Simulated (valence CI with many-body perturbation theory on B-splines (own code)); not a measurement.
Forbidden lines of Au⁵⁵⁺

Level of theory: configuration interaction combined with many-body perturbation theory (CI+MBPT): six valence electrons over a frozen Dirac-Fock core [Ar], a basis of 7 s, 7 p, 8 d, 6 f, 4 g, 1 h functions for each j, with the one-electron correlation potential Σ1 (screened to all orders), the two-electron term Σ2, the three-electron term Σ3, Breit, model QED; selected single and double excitations, second order for the rest, scaled by the run's own slope (own B-spline code, finite nucleus).

The last digits are not significant, and no measured levels were compared; by estimate large intervals hold to a few tenths of a per cent, small ones and those within an open d or f shell to about a per cent. Core correlation moves these levels by up to 16000 cm⁻¹, and in measured spectra 5 to 20 % of such shifts remained as error; rates that hang on mixing are uncertain with them. Among the levels kept, up to 1100 cm⁻¹ of a level comes from second order outside the variational space, and about a tenth of that is noise between levels of different J, which matters for small intervals. The list stops below the first excitations out of the core. Only levels of the ground parity were solved; by the run's estimate the other parity begins above the list, which can be wrong where configurations are misplaced.

Lines 1 to 50 of 89 in falling wavelength, among levels below 2263800 cm⁻¹, chosen from the decays that carry over 1 % of a level's rate. Wavelengths and rates use the calculated energies. Electric multipoles are in the length gauge with retardation, E1 and E2 with the static RPA response of the core. M1 uses the relativistic operator with retardation. S is in atomic units (e²a₀⁴ for E2 and M2, e²a₀⁶ for E3), for M1 in squared Bohr magnetons. Weak lines are less certain than strong ones. Lines between different terms over intervals too small for the method are left out, as are lines whose strength nearly cancels. The highest levels of a list are the least certain.

Levels are named by their leading jj configuration (3d3/2^4 stands for four electrons in 3d with j = 3/2), which in mixed levels can hold well under half, so a name can repeat and another be missing. Letters in brackets count levels of one name in rising energy.

| λ vac (Å) | Upper | Lower | Type | A (s⁻¹) | S (a.u.) |
| --- | --- | --- | --- | --- | --- |
| 1431 | (3d3/2^4 3d5/2^2) J=2 | (3d3/2^4 3d5/2^2) J=4 | E2 | 2.74e-02 | 7.35e-04 |
| 816.9 | (3d3/2^3 3d5/2^3) J=4 [b] | (3d3/2^3 3d5/2^3) J=3 [b] | M1 | 3.72e+03 | 6.76e-01 |
| 750.3 | (3d3/2^3 3d5/2^3) J=2 [b] | (3d3/2^3 3d5/2^3) J=3 [b] | M1 | 1.34e+04 | 1.05e+00 |
| 602.1 | (3d3/2^4 3d5/2^2) J=0 | (3d3/2^4 3d5/2^2) J=2 | E2 | 7.66e+00 | 5.41e-04 |
| 537.2 | (3d3/2^3 3d5/2^3) J=0 | (3d3/2^3 3d5/2^3) J=1 [a] | M1 | 7.36e+04 | 4.23e-01 |
| 502.8 | (3d3/2^3 3d5/2^3) J=4 [b] | (3d3/2^3 3d5/2^3) J=5 | M1 | 1.03e+04 | 4.35e-01 |
| 416.9 | (3d3/2^3 3d5/2^3) J=1 [b] | (3d3/2^3 3d5/2^3) J=1 [a] | M1 | 4.54e+04 | 3.66e-01 |
| 374.9 | (3d3/2^3 3d5/2^3) J=4 [b] | (3d3/2^3 3d5/2^3) J=4 [a] | M1 | 2.53e+04 | 4.45e-01 |
| 350.2 | (3d3/2^3 3d5/2^3) J=2 [b] | (3d3/2^3 3d5/2^3) J=3 [a] | M1 | 5.94e+04 | 4.73e-01 |
| 205.4 | (3d3/2^2 3d5/2^4) J=0 [b] | (3d3/2^2 3d5/2^4) J=1 | M1 | 3.05e+05 | 9.80e-02 |
| 199.8 | (3d3/2^2 3d5/2^4) J=0 [a] | (3d3/2^3 3d5/2^3) J=1 [b] | M1 | 5.17e+05 | 1.53e-01 |
| 192.2 | (3d3/2^3 3d5/2^3) J=1 [a] | (3d3/2^4 3d5/2^2) J=0 | M1 | 1.21e+06 | 9.58e-01 |
| 187.4 | (3d3/2^2 3d5/2^4) J=4 [a] | (3d3/2^3 3d5/2^3) J=4 [b] | M1 | 1.55e+05 | 3.41e-01 |
| 184.6 | (3d3/2^2 3d5/2^4) J=3 [a] | (3d3/2^3 3d5/2^3) J=3 [c] | M1 | 1.61e+05 | 2.63e-01 |
| 181.4 | (3d3/2^2 3d5/2^4) J=3 [a] | (3d3/2^3 3d5/2^3) J=2 [b] | M1 | 3.81e+05 | 5.90e-01 |
| 175.5 | (3d3/2^2 3d5/2^4) J=5 | (3d3/2^3 3d5/2^3) J=4 [b] | M1 | 1.06e+06 | 2.34e+00 |
| 164.9 | (3d3/2^2 3d5/2^4) J=2 [a] | (3d3/2^3 3d5/2^3) J=3 [b] | M1 | 2.50e+05 | 2.08e-01 |
| 160.9 | (3d3/2^2 3d5/2^4) J=3 [b] | (3d3/2^3 3d5/2^3) J=2 [b] | M1 | 3.55e+05 | 3.84e-01 |
| 158.2 | (3d3/2^2 3d5/2^4) J=3 [b] | (3d3/2^3 3d5/2^3) J=4 [b] | M1 | 2.01e+06 | 2.07e+00 |
| 156.4 | (3d3/2^2 3d5/2^4) J=1 | (3d3/2^3 3d5/2^3) J=2 [b] | M1 | 1.69e+06 | 7.20e-01 |
| 156.0 | (3d3/2^2 3d5/2^4) J=1 | (3d3/2^3 3d5/2^3) J=1 [b] | M1 | 1.83e+06 | 7.73e-01 |
| 155.6 | (3d3/2^3 3d5/2^3) J=3 [a] | (3d3/2^4 3d5/2^2) J=2 | M1 | 2.28e+06 | 2.23e+00 |
| 155.0 | (3d3/2^2 3d5/2^4) J=4 [b] | (3d3/2^3 3d5/2^3) J=3 [c] | M1 | 3.25e+05 | 4.04e-01 |
| 152.4 | (3d3/2^2 3d5/2^4) J=4 [a] | (3d3/2^3 3d5/2^3) J=3 [b] | M1 | 5.35e+05 | 6.32e-01 |
| 150.3 | (3d3/2^2 3d5/2^4) J=4 [b] | (3d3/2^3 3d5/2^3) J=4 [b] | M1 | 8.86e+04 | 1.00e-01 |
| 149.5 | (3d3/2^2 3d5/2^4) J=2 [b] | (3d3/2^3 3d5/2^3) J=2 [b] | M1 | 3.14e+05 | 1.95e-01 |
| 149.1 | (3d3/2^2 3d5/2^4) J=2 [b] | (3d3/2^3 3d5/2^3) J=1 [b] | M1 | 1.49e+05 | 9.14e-02 |
| 146.1 | (3d3/2^2 3d5/2^4) J=3 [a] | (3d3/2^3 3d5/2^3) J=3 [b] | M1 | 6.25e+05 | 5.05e-01 |
| 145.7 | (3d3/2^3 3d5/2^3) J=1 [a] | (3d3/2^4 3d5/2^2) J=2 | M1 | 9.16e+06 | 3.15e+00 |
| 143.9 | (3d3/2^2 3d5/2^4) J=1 | (3d3/2^3 3d5/2^3) J=0 | M1 | 2.32e+06 | 7.70e-01 |
| 143.4 | (3d3/2^2 3d5/2^4) J=3 [a] | (3d3/2^3 3d5/2^3) J=2 [a] | M1 | 2.02e+06 | 1.54e+00 |
| 140.4 | (3d3/2^3 3d5/2^3) J=3 [a] | (3d3/2^4 3d5/2^2) J=4 | M1 | 6.94e+06 | 4.98e+00 |
| 139.9 | (3d3/2^2 3d5/2^4) J=2 [a] | (3d3/2^3 3d5/2^3) J=1 [a] | M1 | 4.38e+06 | 2.22e+00 |
| 138.8 | (3d3/2^3 3d5/2^3) J=4 [a] | (3d3/2^4 3d5/2^2) J=4 | M1 | 8.09e+06 | 7.23e+00 |
| 136.5 | (3d3/2^2 3d5/2^4) J=4 [a] | (3d3/2^3 3d5/2^3) J=5 | M1 | 2.27e+06 | 1.92e+00 |
| 135.1 | (3d3/2^2 3d5/2^4) J=0 [a] | (3d3/2^3 3d5/2^3) J=1 [a] | M1 | 2.08e+07 | 1.90e+00 |
| 132.5 | (3d3/2^2 3d5/2^4) J=3 [b] | (3d3/2^3 3d5/2^3) J=3 [b] | M1 | 4.01e+06 | 2.42e+00 |
| 131.8 | (3d3/2^2 3d5/2^4) J=2 [a] | (3d3/2^3 3d5/2^3) J=3 [a] | M1 | 1.43e+07 | 6.08e+00 |
| 131.5 | (3d3/2^3 3d5/2^3) J=1 [b] | (3d3/2^4 3d5/2^2) J=0 | M1 | 3.61e+06 | 9.13e-01 |
| 131.0 | (3d3/2^2 3d5/2^4) J=2 [c] | (3d3/2^3 3d5/2^3) J=3 [c] | M1 | 4.08e+06 | 1.70e+00 |
| 130.3 | (3d3/2^2 3d5/2^4) J=3 [b] | (3d3/2^3 3d5/2^3) J=2 [a] | M1 | 2.50e+06 | 1.43e+00 |
| 130.1 | (3d3/2^2 3d5/2^4) J=5 | (3d3/2^3 3d5/2^3) J=5 | M1 | 2.39e+06 | 2.14e+00 |
| 129.8 | (3d3/2^2 3d5/2^4) J=5 | (3d3/2^3 3d5/2^3) J=6 | M1 | 4.84e+06 | 4.32e+00 |
| 129.4 | (3d3/2^2 3d5/2^4) J=2 [c] | (3d3/2^3 3d5/2^3) J=2 [b] | M1 | 4.53e+06 | 1.82e+00 |
| 129.1 | (3d3/2^2 3d5/2^4) J=2 [c] | (3d3/2^3 3d5/2^3) J=1 [b] | M1 | 2.14e+06 | 8.55e-01 |
| 127.9 | (3d3/2^3 3d5/2^3) J=2 [a] | (3d3/2^4 3d5/2^2) J=2 | M1 | 5.26e+06 | 2.04e+00 |
| 127.3 | (3d3/2^2 3d5/2^4) J=1 | (3d3/2^3 3d5/2^3) J=2 [a] | M1 | 1.71e+06 | 3.92e-01 |
| 127.2 | (3d3/2^3 3d5/2^3) J=6 | (3d3/2^4 3d5/2^2) J=4 | E2 | 1.35e+02 | 5.20e-05 |
| 126.9 | (3d3/2^2 3d5/2^4) J=4 [b] | (3d3/2^3 3d5/2^3) J=3 [b] | M1 | 1.24e+06 | 8.43e-01 |
| 126.9 | (3d3/2^3 3d5/2^3) J=5 | (3d3/2^4 3d5/2^2) J=4 | M1 | 1.75e+06 | 1.45e+00 |
